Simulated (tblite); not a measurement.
Species: C₅H₁₂GeO.
Atom-mapped SMILES: `[CH3:1][O:2][Ge@H:3]1[CH2:4][C@@H:5]([CH3:6])[CH2:7]1` (hydrogens: H8, H9, H10 on C1; H11 on Ge3; H12, H13 on C4; H14 on C5; H15, H16, H17 on C6; H18, H19 on C7)

Computed with GFN2-xTB (tblite), gas phase: L-BFGS steps from a force-field or distance-geometry start until the largest atomic force falls under 0.01 eV/Å.

Step 29: E = -620.1471 eV
```
atom  x, y, z in Å  |  force x, y, z in eV/Å
C1      3.5290    0.2518   -0.2792   -0.012   0.013  -0.013
O2      2.1612    0.0289   -0.5362   -0.004  -0.036  -0.020
Ge3     0.7107    0.8774    0.0700    0.154   0.029  -0.053
C4     -0.8704    0.6289   -1.1087   -0.035  -0.061   0.020
C5     -1.6636    0.0388    0.0824   -0.001   0.040   0.045
C6     -2.5303   -1.1573   -0.2918    0.081   0.009   0.008
C7     -0.5473   -0.2723    1.1091   -0.042   0.000  -0.033
H8      3.7669    0.2310    0.7850   -0.076   0.031   0.067
H9      3.8589    1.2032   -0.6969    0.016   0.089   0.009
H10     4.0873   -0.5501   -0.7648   -0.061  -0.049  -0.062
H11     1.1107    2.2846    0.5448    0.062   0.008   0.051
H12    -0.6851   -0.1314   -1.8614    0.049  -0.088  -0.080
H13    -1.3466    1.4717   -1.6001   -0.062   0.041   0.028
H14    -2.3120    0.8119    0.4968    0.008   0.101   0.065
H15    -1.9839   -1.7990   -0.9804   -0.078  -0.062   0.014
H16    -3.4537   -0.8211   -0.7666    0.123  -0.095  -0.023
H17    -2.7876   -1.7438    0.5896   -0.033   0.085  -0.012
H18    -0.8056   -0.0269    2.1328   -0.091   0.018   0.085
H19    -0.2483   -1.3172    1.0833    0.001  -0.073  -0.095
```

Step 30: E = -620.1514 eV
```
atom  x, y, z in Å  |  force x, y, z in eV/Å
C1      3.5334    0.2518   -0.2830   -0.017   0.015  -0.023
O2      2.1602    0.0531   -0.5429    0.055  -0.002   0.006
Ge3     0.7047    0.8867    0.0734    0.188   0.040  -0.058
C4     -0.8737    0.6238   -1.1054    0.042  -0.011  -0.086
C5     -1.6599    0.0369    0.0867   -0.046   0.045   0.027
C6     -2.5288   -1.1523   -0.2878   -0.083  -0.118  -0.019
C7     -0.5443   -0.2790    1.1057    0.021  -0.023   0.098
H8      3.7731    0.2219    0.7829   -0.102   0.013  -0.009
H9      3.8812    1.2026   -0.6940   -0.020   0.013   0.023
H10     4.0748   -0.5595   -0.7776   -0.081   0.026  -0.008
H11     1.0774    2.3018    0.5545    0.072  -0.016   0.046
H12    -0.6794   -0.1397   -1.8545    0.034  -0.067  -0.052
H13    -1.3528    1.4620   -1.6042   -0.058   0.009   0.044
H14    -2.3019    0.8123    0.5029   -0.036   0.131   0.091
H15    -1.9696   -1.8139   -0.9498   -0.105  -0.050   0.080
H16    -3.4321   -0.8137   -0.8048    0.184  -0.113   0.044
H17    -2.8303   -1.7176    0.5993    0.036   0.144  -0.142
H18    -0.8030   -0.0454    2.1336   -0.077   0.015   0.050
H19    -0.2387   -1.3227    1.0726   -0.009  -0.050  -0.111
```

**Question.** Estimate the geometry and energy of step 31. (The exact step hangs on the optimiser's Hessian estimate; all steps are aligned on step 30, rigid shifts and turns removed.)

**Answer.** E = -620.1555 eV, largest force 0.226 eV/Å
```
atom  x, y, z in Å  |  force x, y, z in eV/Å
C1      3.5282    0.2519   -0.2839    0.013   0.026   0.020
O2      2.1576    0.0519   -0.5467    0.006   0.015   0.000
Ge3     0.7043    0.8851    0.0718    0.166   0.035  -0.053
C4     -0.8750    0.6200   -1.1071    0.136   0.044  -0.150
C5     -1.6555    0.0395    0.0879   -0.086   0.032  -0.020
C6     -2.5218   -1.1485   -0.2828   -0.055  -0.066  -0.025
C7     -0.5442   -0.2824    1.1031    0.093  -0.025   0.204
H8      3.7631    0.2232    0.7853   -0.088  -0.009  -0.082
H9      3.8759    1.2052   -0.6917   -0.019  -0.015   0.023
H10     4.0653   -0.5602   -0.7823   -0.040   0.047   0.026
H11     1.0711    2.2987    0.5611    0.084  -0.007   0.041
H12    -0.6778   -0.1423   -1.8590    0.007  -0.036  -0.004
H13    -1.3523    1.4614   -1.6041   -0.053  -0.022   0.048
H14    -2.2901    0.8210    0.5023   -0.076   0.121   0.105
H15    -1.9666   -1.8120   -0.9369    0.042  -0.173  -0.002
H16    -3.4135   -0.8207   -0.8088   -0.063   0.022  -0.075
H17    -2.8329   -1.7027    0.5993   -0.001   0.018   0.051
H18    -0.8078   -0.0529    2.1326   -0.040   0.004   0.006
H19    -0.2377   -1.3272    1.0674   -0.027  -0.010  -0.114
```

The energy changes by -0.0042 eV. The first-order estimate −F·Δx gives -0.0094 eV and the mean of the old and new forces, exact on a quadratic surface, -0.0042 eV. The step makes an angle of 66° with the force vector and moves no atom by more than 0.020 Å.

The cost below is that of the whole relaxation. Hardware: Arm Neoverse N1, one thread (shared host). Cost: 1.8 s wall.
